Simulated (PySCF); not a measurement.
**Nuclear quadrupole coupling in `C#CCN[Si@@]1(C)CC[SiH2]N1`**

Compound: C₆H₁₄N₂Si₂.
Atom-mapped SMILES: `[CH:1]#[C:2][CH2:3][NH:4][Si@@:5]1([CH3:6])[CH2:7][CH2:8][SiH2:9][NH:10]1` (hydrogens: H11 on C1; H12, H13 on C3; H14 on N4; H15, H16, H17 on C6; H18, H19 on C7; H20, H21 on C8; H22, H23 on Si9; H24 on N10)

Geometry (PBE0-D3(BJ)/def2-SVP, Å), atoms numbered from 1 in this order:
```xyz
24
C6H14N2Si2 angstrom
C      3.0134    1.1302    2.2925
C      2.9116    0.4803    1.2748
C      2.7420   -0.2947    0.0378
N      1.5703    0.0402   -0.7387
Si    -0.0615   -0.3939   -0.2991
C      0.0285   -2.0904    0.4915
C     -1.0202    0.8451    0.7685
C     -2.4994    0.8411    0.3346
Si    -2.5364    0.6113   -1.5435
N     -1.0609   -0.2965   -1.7268
H      3.1098    1.7074    3.1933
H      3.6526   -0.1804   -0.5765
H      2.7087   -1.3649    0.3040
H      1.6676    0.9274   -1.2237
H      0.5310   -2.8197   -0.1635
H      0.5626   -2.0645    1.4546
H     -0.9911   -2.4585    0.6853
H     -0.9002    0.6515    1.8473
H     -0.5710    1.8380    0.5882
H     -3.0242   -0.0236    0.7772
H     -3.0448    1.7382    0.6699
H     -3.7458   -0.1334   -2.0223
H     -2.5214    1.9181   -2.2841
H     -0.7801   -0.7295   -2.5993
```

Field gradients from the PBE0/pcSseg-1 density (PySCF, non-relativistic), principal values in atomic units, ordered |Vxx| ≤ |Vyy| ≤ |Vzz|:

| atom | Vxx | Vyy | Vzz |
| --- | --- | --- | --- |
| N4 | 0.2823 | 0.7799 | -1.0621 |
| N10 | 0.1808 | 0.5271 | -0.7079 |

Task: Find the asymmetry η = (Vxx − Vyy)/Vzz and the couplings χ = eQV/h (234.96 MHz × Q in barn × V in au), with Q(14N) = 0.02044 b.

Result: 
```tsv
atom	environment	nucleus	η	χzz (MHz)	χxx (MHz)	χyy (MHz)
N4	silicon-bound nitrogen	14N	0.47	-5.10	1.36	3.75
N10	nitrogen bridging silicon atoms	14N	0.49	-3.400	0.868	2.532
```

Task: What is Vzz at N4 in SI units (1 au = 9.71736 × 10²¹ V/m²)?

Result: -1.0621 au = -10.321 × 10²¹ V/m².

Task: What couplings would deuterons (Q(2H) = 0.00286 b) have in place of the hydrogens, at this geometry?

Result: 
```
atom  bonded to  bond length (Å)  Vzz (au)     η  χzz (kHz)
 H11         C1            1.074    0.3440  0.01        231
 H12         C3            1.104    0.2778  0.04        187
 H13         C3            1.103    0.2781  0.04        187
 H14         N4            1.016    0.4005  0.19        269
 H15         C6            1.101    0.2989  0.03        201
 H16         C6            1.102    0.2970  0.02        200
 H17         C6            1.101    0.2990  0.02        201
 H18         C7            1.103    0.2953  0.04        198
 H19         C7            1.105    0.2901  0.04        195
 H20         C8            1.104    0.2904  0.03        195
 H21         C8            1.102    0.2954  0.03        199
 H22        Si9            1.499    0.1363  0.02         92
 H23        Si9            1.502    0.1344  0.02         90
 H24        N10            1.014    0.4194  0.12        282
```

Isolated species at its PBE0-D3(BJ)/def2-SVP geometry (one conformer only). With a basis this small, the couplings can be 20 % off.
